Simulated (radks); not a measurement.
Valence configurations of Te (all share [Kr]). All-electron calculation, Dirac Kohn-Sham, LDA (Slater exchange, Perdew-Wang correlation), spin-unpolarised, spherical densities, finite nucleus; open shells fill j = l - 1/2 first; Fermi nuclear charge, rms radius 4.7423 fm. Program: a radial shooting solver on a logarithmic mesh with Libxc functionals. Energies are relative to 4d10 5s2 5p4; eigenvalues in eV.

[
 {"valence": "4d10 5s2 5p4", "E (eV)": "0.000", "e(4d3/2)": "-42.353", "e(4d5/2)": "-40.877", "e(5p1/2)": "-6.585", "e(5p3/2)": "-5.770", "e(5s1/2)": "-15.220"},
 {"valence": "4d10 5s1 5p5", "E (eV)": "9.575", "e(4d3/2)": "-43.779", "e(4d5/2)": "-42.298", "e(5p1/2)": "-7.204", "e(5p3/2)": "-6.343", "e(5s1/2)": "-16.039"},
 {"valence": "4d9.5 5s2 5p4.5", "E (eV)": "18.203", "e(4d3/2)": "-45.512", "e(4d5/2)": "-44.004", "e(5p1/2)": "-7.185", "e(5p3/2)": "-6.297", "e(5s1/2)": "-16.171"},
 {"valence": "4d10 5p6", "E (eV)": "19.387", "e(4d3/2)": "-45.140", "e(4d5/2)": "-43.655", "e(5p1/2)": "-7.786", "e(5p3/2)": "-6.880", "e(5s1/2)": "-"},
 {"valence": "4d9.5 5s1 5p5.5", "E (eV)": "28.195", "e(4d3/2)": "-46.891", "e(4d5/2)": "-45.378", "e(5p1/2)": "-7.785", "e(5p3/2)": "-6.851", "e(5s1/2)": "-16.957"},
 {"valence": "4d9 5s2 5p5", "E (eV)": "37.708", "e(4d3/2)": "-48.670", "e(4d5/2)": "-47.129", "e(5p1/2)": "-7.778", "e(5p3/2)": "-6.817", "e(5s1/2)": "-17.102"},
 {"valence": "4d9 5s1.5 5p5.5", "E (eV)": "42.878", "e(4d3/2)": "-49.346", "e(4d5/2)": "-47.803", "e(5p1/2)": "-8.073", "e(5p3/2)": "-7.090", "e(5s1/2)": "-17.486"},
 {"valence": "4d8.5 5s2 5p5.5", "E (eV)": "58.517", "e(4d3/2)": "-51.830", "e(4d5/2)": "-50.256", "e(5p1/2)": "-8.366", "e(5p3/2)": "-7.332", "e(5s1/2)": "-18.015"}
]

NIST lists [Kr] 4d10 5s2 5p4 as the ground configuration; this level of theory agrees among the configurations tried. The energies are those of spherical spin-averaged densities, not of single terms.
